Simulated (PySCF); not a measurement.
# The second ionisation energy along the alkaline earths

Calculated with PySCF 2.14 from differences of total energies of unrestricted determinants, without spin-orbit coupling. Values in eV. The last column holds reference values (NIST; (s) semi-empirical, (t) theoretical, else measured). Unmarked ones compare directly (S terms, centres of terms, or small fine structure); those marked * lie between the lowest fine-structure levels and include a spin-orbit shift.

| element | configurations | LDA | PBE | PBE0 | r2SCAN | MP2 (valence and next inner shell) | SCS-MP2 (valence and next inner shell) | reference |
| --- | --- | --- | --- | --- | --- | --- | --- | --- |
| Be (x2c-QZVPPall, spin-free X2C) | [He] 2s1 → 1s2 | 18.256 | 18.498 | 18.459 | 18.183 | 18.168 | 18.162 | 18.211 |
| Mg (x2c-QZVPPall, spin-free X2C) | [Ne] 3s1 → [Ne] | 15.377 | 15.360 | 15.255 | 15.039 | 14.981 | 14.930 | 15.035 |
| Ca (x2c-QZVPPall, spin-free X2C) | [Ar] 4s1 → [Ar] | 12.158 | 12.032 | 11.918 | 11.707 | 11.827 | 11.739 | 11.872 |
| Sr (x2c-QZVPPall, spin-free X2C) | [Kr] 5s1 → [Kr] | 11.366 | 11.192 | 11.063 | 10.863 | 10.976 | 10.876 | 11.030 |
| Ba (x2c-QZVPPall, spin-free X2C) | [Xe] 6s1 → [Xe] | n/a | n/a | n/a | n/a | n/a | n/a | 10.004 |

```json
{"method": "LDA", "elements": "4", "mean error (eV)": "0.252", "mean absolute error (eV)": "0.252", "largest error (eV)": "0.341"}
{"method": "PBE", "elements": "4", "mean error (eV)": "0.233", "mean absolute error (eV)": "0.233", "largest error (eV)": "0.325"}
{"method": "PBE0", "elements": "4", "mean error (eV)": "0.136", "mean absolute error (eV)": "0.136", "largest error (eV)": "0.248"}
{"method": "r2SCAN", "elements": "4", "mean error (eV)": "-0.089", "mean absolute error (eV)": "0.091", "largest error (eV)": "-0.167"}
{"method": "MP2 (valence and next inner shell)", "elements": "4", "mean error (eV)": "-0.049", "mean absolute error (eV)": "0.049", "largest error (eV)": "-0.055"}
{"method": "SCS-MP2 (valence and next inner shell)", "elements": "4", "mean error (eV)": "-0.110", "mean absolute error (eV)": "0.110", "largest error (eV)": "-0.154"}
```

Errors include the incompleteness of the basis and the frozen core.

"Valence" correlates the outer s and p shells and, in groups 3 to 12 and the f block, the outer d or f shell, open or full, or the next shell where the ion has no valence electron left; the wider scheme adds the next inner shell.
